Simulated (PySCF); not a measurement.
Au(Cl)(CO) (CAuClO), SMILES [O+]#[C-]->[Au][Cl], multiplicity 1.

Coordinates come from a PBE0-D3(BJ)/def2-SVP optimisation. The spin state was assumed, not searched. The isomer is the one that the SMILES or the coordinates give; other isomers of the formula were not compared. The def2 effective core potentials stand for the cores of Au; spin–orbit coupling is left out.

Method: TDA-LC-ωPBE/def2-SVPD (PySCF).

Vertical excitations; the highest root listed may be one member of a degenerate set.  State labels are in the subgroup C2v.

Computed UV-visible absorptions:
```json
[
 {"state": "S1", "symmetry": "A2", "energy (eV)": "5.67", "λ (nm)": "219", "f": "0.000", "main pairs": "HOMO−1→LUMO+1 41 %, HOMO→LUMO 41 %, HOMO−7→LUMO+1 8 %, HOMO−6→LUMO 8 %"},
 {"state": "S2", "symmetry": "B2", "energy (eV)": "5.67", "λ (nm)": "219", "f": "0.057", "main pairs": "HOMO−2→LUMO+1 (degenerate set)"},
 {"state": "S3", "symmetry": "B1", "energy (eV)": "5.67", "λ (nm)": "219", "f": "0.057", "main pairs": "HOMO−2→LUMO (degenerate set)"},
 {"state": "S4", "symmetry": "A2", "energy (eV)": "5.76", "λ (nm)": "215", "f": "0.000", "main pairs": "HOMO→LUMO, HOMO−1→LUMO+1, HOMO−6→LUMO, HOMO−7→LUMO+1 (degenerate set)"},
 {"state": "S5", "symmetry": "A1", "energy (eV)": "5.76", "λ (nm)": "215", "f": "0.000", "main pairs": "HOMO−1→LUMO, HOMO→LUMO+1, HOMO−6→LUMO+1, HOMO−7→LUMO (degenerate set)"},
 {"state": "S6", "symmetry": "B2", "energy (eV)": "6.38", "λ (nm)": "194", "f": "0.000", "main pairs": "HOMO−3→LUMO+1, HOMO−4→LUMO (degenerate set)"},
 {"state": "S7", "symmetry": "B1", "energy (eV)": "6.38", "λ (nm)": "194", "f": "0.000", "main pairs": "HOMO−3→LUMO, HOMO−4→LUMO+1 (degenerate set)"},
 {"state": "S8", "symmetry": "B2", "energy (eV)": "6.62", "λ (nm)": "187", "f": "0.028", "main pairs": "HOMO−4→LUMO, HOMO−3→LUMO+1 (degenerate set)"},
 {"state": "S9", "symmetry": "B1", "energy (eV)": "6.62", "λ (nm)": "187", "f": "0.028", "main pairs": "HOMO−4→LUMO+1, HOMO−3→LUMO (degenerate set)"},
 {"state": "S10", "symmetry": "A1", "energy (eV)": "6.91", "λ (nm)": "179", "f": "0.425", "main pairs": "HOMO→LUMO+1 42 %, HOMO−1→LUMO 42 %"},
 {"state": "T1", "symmetry": "B2", "energy (eV)": "5.11", "λ (nm)": "243", "f": "0", "main pairs": "HOMO−2→LUMO+1, HOMO−5→LUMO+1 (degenerate set)"},
 {"state": "T2", "symmetry": "B1", "energy (eV)": "5.11", "λ (nm)": "243", "f": "0", "main pairs": "HOMO−2→LUMO, HOMO−5→LUMO (degenerate set)"},
 {"state": "T3", "symmetry": "A1", "energy (eV)": "5.32", "λ (nm)": "233", "f": "0", "main pairs": "HOMO−1→LUMO 38 %, HOMO→LUMO+1 38 %, HOMO−7→LUMO 11 %, HOMO−6→LUMO+1 11 %"},
 {"state": "T4", "symmetry": "A2", "energy (eV)": "5.48", "λ (nm)": "226", "f": "0", "main pairs": "HOMO−1→LUMO+1 39 %, HOMO→LUMO 39 %, HOMO−7→LUMO+1 10 %, HOMO−6→LUMO 10 %"}
]
```
Triplets are in the Tamm–Dancoff approximation.
